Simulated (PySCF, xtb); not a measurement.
C6H14O3, SMILES C(OC)COCCOC.

GFN2-xTB run with xtb at its own geometry gives an orbital gap of 10.20 eV and a dipole moment of 1.57 D.

Coordinates come from a PBE0-D3(BJ)/def2-SVP optimisation. The values are those of a single conformer.

**Question.** What does M06-2X/def2-SVP run with PySCF give? (An estimate is asked for; the answer gives what the named calculation found.)

**Answer.** gap 11.13 eV (levels -8.44 and 2.69 eV), dipole 1.29 D.
